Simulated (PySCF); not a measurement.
H5B3N3 (SMILES [B]1NBNBN1), doublet, geometry from GFN2-xTB; CCSD(T)/STO-3G (PySCF).

Here is a job for PySCF.
```python
from pyscf import gto, scf, cc

mol = gto.Mole()
mol.atom = '''
    B    -0.48911248    1.40989674   -0.13547428
    N    -1.38981109    0.33756282    0.08926920
    B    -0.95805654   -1.00743956    0.22184004
    N     0.43377292   -1.25037705    0.12014634
    B     1.38580449   -0.22557016   -0.10336250
    N     0.89158792    1.09859602   -0.22726695
    H    -2.38025110    0.51939311    0.16047812
    H    -1.72369966   -1.88045081    0.40790365
    H     0.76291547   -2.19915064    0.21131217
    H     2.53551425   -0.45965454   -0.18304741
    H     1.56349543    1.83495520   -0.38670294
'''
mol.basis = 'sto-3g'
mol.spin = 1
mol.verbose = 4
mol.build()

mf = scf.UHF(mol)
mf.kernel()

mycc = cc.CCSD(mf, frozen=6)
mycc.kernel()
et = mycc.ccsd_t()
print('E(CCSD(T)) = %.10f' % (mycc.e_tot + et))
```

It wrote (shortened):

```
PySCF version 2.14.0

[INPUT] verbose = 4
[INPUT] num. atoms = 11
[INPUT] num. electrons = 41
[INPUT] charge = 0
[INPUT] spin (= nelec alpha-beta = 2S) = 1
[INPUT] symmetry False subgroup None
[INPUT] Mole.unit = angstrom
[INPUT] Symbol           X                Y                Z      unit          X                Y                Z       unit  Magmom
[...]
nuclear repulsion = 190.778435952494
number of shells = 23
number of NR pGTOs = 105
number of NR cGTOs = 35
basis = sto-3g
ecp = {}

******** <class 'pyscf.scf.uhf.UHF'> ********
method = UHF
initial guess = minao
damping factor = 0
level_shift factor = 0
DIIS = <class 'pyscf.scf.diis.CDIIS'>
diis_start_cycle = 1
diis_space = 8
diis_damp = 0
SCF conv_tol = 1e-09
SCF conv_tol_grad = None
SCF max_cycles = 50
direct_scf = True
direct_scf_tol = 1e-13
number electrons alpha = 21  beta = 20
Set gradient conv threshold to 3.16228e-05
init E= -239.054653087833

cycle= 1 E= -237.385301653125  delta_E= 1.67  |g|= 0.324  |ddm|= 3.12
cycle= 2 E= -237.472331306991  delta_E= -0.087  |g|= 0.102  |ddm|= 0.627
cycle= 3 E= -237.481720861648  delta_E= -0.00939  |g|= 0.0362  |ddm|= 0.172
cycle= 4 E= -237.483454413673  delta_E= -0.00173  |g|= 0.0103  |ddm|= 0.0937
cycle= 5 E= -237.483654857715  delta_E= -0.0002  |g|= 0.00401  |ddm|= 0.0304
cycle= 6 E= -237.483693181112  delta_E= -3.83e-05  |g|= 0.00173  |ddm|= 0.014
cycle= 7 E= -237.483702680273  delta_E= -9.5e-06  |g|= 0.000735  |ddm|= 0.0072
cycle= 8 E= -237.483704626356  delta_E= -1.95e-06  |g|= 0.00028  |ddm|= 0.00353
cycle= 9 E= -237.48370488552  delta_E= -2.59e-07  |g|= 9.79e-05  |ddm|= 0.00145
cycle= 10 E= -237.483704905457  delta_E= -1.99e-08  |g|= 4.96e-05  |ddm|= 0.000307
cycle= 11 E= -237.483704911392  delta_E= -5.94e-09  |g|= 1.77e-05  |ddm|= 0.00018
cycle= 12 E= -237.483704912164  delta_E= -7.72e-10  |g|= 4.99e-06  |ddm|= 7.31e-05
Extra cycle  E= -237.483704912197  delta_E= -3.31e-11  |g|= 2.77e-06  |ddm|= 8.79e-06
converged SCF energy = -237.483704912197  <S^2> = 0.75589754  2S+1 = 2.0058889

******** <class 'pyscf.cc.uccsd.UCCSD'> ********
CC2 = 0
CCSD nocc = (np.int64(15), np.int64(14)), nmo = (29, 29)
frozen orbitals 6
max_cycle = 50
direct = 0
conv_tol = 1e-07
conv_tol_normt = 1e-06
diis_space = 6
diis_start_cycle = 0
diis_start_energy_diff = 1e+09
Init t2, MP2 energy = -0.253444060342803
Init E_corr(UCCSD) = -0.253444060350253
cycle = 1  E_corr(UCCSD) = -0.283698011801723  dE = -0.0302539515  norm(t1,t2) = 0.117519
cycle = 2  E_corr(UCCSD) = -0.299535958494125  dE = -0.0158379467  norm(t1,t2) = 0.0443383
cycle = 3  E_corr(UCCSD) = -0.309114311836429  dE = -0.00957835334  norm(t1,t2) = 0.0259743
cycle = 4  E_corr(UCCSD) = -0.310206262930906  dE = -0.00109195109  norm(t1,t2) = 0.00656352
cycle = 5  E_corr(UCCSD) = -0.309891430063198  dE = 0.000314832868  norm(t1,t2) = 0.00329932
cycle = 6  E_corr(UCCSD) = -0.309892335504427  dE = -9.05441229e-07  norm(t1,t2) = 0.00103107
cycle = 7  E_corr(UCCSD) = -0.309922483502382  dE = -3.0147998e-05  norm(t1,t2) = 0.000585433
cycle = 8  E_corr(UCCSD) = -0.30993279028136  dE = -1.0306779e-05  norm(t1,t2) = 0.000244396
cycle = 9  E_corr(UCCSD) = -0.309934999393981  dE = -2.20911262e-06  norm(t1,t2) = 0.000102829
cycle = 10  E_corr(UCCSD) = -0.309933930648248  dE = 1.06874573e-06  norm(t1,t2) = 2.74893e-05
cycle = 11  E_corr(UCCSD) = -0.309932569605925  dE = 1.36104232e-06  norm(t1,t2) = 1.24596e-05
cycle = 12  E_corr(UCCSD) = -0.309932066695052  dE = 5.02910873e-07  norm(t1,t2) = 5.47573e-06
cycle = 13  E_corr(UCCSD) = -0.309931851288531  dE = 2.15406521e-07  norm(t1,t2) = 2.67331e-06
cycle = 14  E_corr(UCCSD) = -0.309931829608634  dE = 2.16798972e-08  norm(t1,t2) = 1.0067e-06
cycle = 15  E_corr(UCCSD) = -0.309931838305211  dE = -8.69657751e-09  norm(t1,t2) = 4.80445e-07
UCCSD converged
E(UCCSD) = -237.7936367505027  E_corr = -0.3099318383052113
UCCSD(T) correction = -0.0098104239556406
E(CCSD(T)) = -237.8034471745
```
